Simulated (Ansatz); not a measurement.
Geometry optimisation, RKS r2SCANh/def2-SVP (Ansatz 0.2.0).

Input file:

```yaml
crystal:
  periodic: [false, false, false]
  atoms:
    - { symbol: S, position_ang: [-0.9433, 1.5601, 0.1278] }
    - { symbol: B, position_ang: [0.1446, 0.1072, 0.0563] }
    - { symbol: S, position_ang: [0.3246, -0.9723, 1.5663] }
    - { symbol: S, position_ang: [1.1459, -0.2957, -1.5313] }
    - { symbol: H, position_ang: [-0.79206, -0.06852, -0.62245] }
    - { symbol: H, position_ang: [1.4396, -0.186, 2.0399] }
    - { symbol: H, position_ang: [0.0435, -1.1143, -1.9828] }
basis:
  gaussian: { orbitals: def2-SVP }
hamiltonian:
  xc: r2scanh
relax:
  f_tol: 0.02
  max_steps: 50
output:
  orbitals: {}
```

Launched with:

```bash
$ ansatz run input.yaml --threads 2 --pin off --max-ram 3072MiB --backend cpu --events-out ev --progress --plain --runs-dir out
```

Q: Where does it end, and by what steps?

A: The run converged. After 19 steps the energy has fallen by 3.938 eV; H7 moved furthest, 1.74 Å. Parted: B2–H5. Joined: S1–H5.

| step | energy less start (eV) | largest force component (eV/Å) | accepted |
| --- | --- | --- | --- |
| 0 | 0.0000 | 3.356 | yes |
| 1 | -0.8915 | 2.076 | yes |
| 2 | -1.4407 | 1.570 | yes |
| 3 | -1.7920 | 1.169 | yes |
| 4 | -2.1124 | 0.733 | yes |
| 5 | -2.4139 | 0.734 | yes |
| 6 | -2.7116 | 0.944 | yes |
| 7 | -3.0539 | 0.883 | yes |
| 8 | -3.3436 | 0.704 | yes |
| 9 | -3.5736 | 0.751 | yes |
| 10 | -3.7407 | 0.383 | yes |
| 11 | -3.8321 | 0.978 | yes |
| 12 | -3.8841 | 0.834 | yes |
| 13 | -3.9288 | 0.179 | yes |
| 14 | -3.9071 | 0.160 | no |
| 15 | -3.9343 | 0.091 | yes |
| 16 | -3.9348 | 0.155 | yes |
| 17 | -3.9356 | 0.113 | yes |
| 18 | -3.9378 | 0.027 | yes |
| 19 | -3.9381 | 0.012 | yes |

```xyz
7
Properties=species:S:1:pos:R:3
S -1.377 1.243 0.205
B -0.012 0.054 0.130
S 0.639 -0.465 1.738
S 0.572 -0.492 -1.494
H -1.607 1.309 -1.123
H 1.634 -1.252 1.286
H 1.515 -1.367 -1.089
```

Run time: 64 s on 2 threads of Arm Neoverse V1, on a shared host, peak memory 0.18 GiB.
